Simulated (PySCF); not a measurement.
**How methods differ on the excitation energy of B(2+)**

B(2+) [He] 2s1 (2S) → B(2+) [He] 3d1 (2D), as a difference of total energies. Computed with PySCF 2.14 in aug-cc-pCVTZ-DK, with the spin-free X2C one-electron Hamiltonian (Gaussian nucleus). Correlated levels: valence and next inner shell: nothing frozen. The calculations carry no spin-orbit coupling.

| method | excitation energy (eV) |
| --- | --- |
| UHF | 24.277 |
| MP2 (valence and next inner shell) | 24.345 |
| SCS-MP2 (valence and next inner shell) | 24.338 |
| CCSD (valence and next inner shell) | 24.351 |
| CCSD(T) (valence and next inner shell) | 24.352 |

Problem. How much does correlation contribute at CCSD(T) (valence and next inner shell)?

Solution. 24.352 − (24.277) = 0.075 eV, measured against UHF.

The promoted electron is Rydberg-like, and one or two diffuse shells describe it only roughly, which tends to raise the upper state.
